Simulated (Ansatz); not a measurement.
System: Zn, charge 2, singlet.

Total energies in aug-cc-pwCVTZ-DK, 18 correlated electrons, 5 frozen orbitals. Radicals and triplets start from unrestricted determinants; spin-orbit coupling is neglected. The -DK rows use spin-free X2C, correlate 3s3p of the metal (1s2s2p frozen) and give its partners the cc-pVXZ-DK valence sets.

| method | program | energy (Eh) | minus CCSDT(Q) (mEh) |
|---|---|---|---|
| HF | Ansatz | -1793.37075 | 859.33 |
| MP2 | Ansatz | -1794.30365 | -73.57 |
| CCSD | Ansatz | -1794.21398 | 16.10 |
| CCSD(T) | Ansatz | -1794.23174 | -1.66 |
| CCSDT(Q) | Ansatz | -1794.23008 | 0.00 |

Ansatz is a first-principles code.
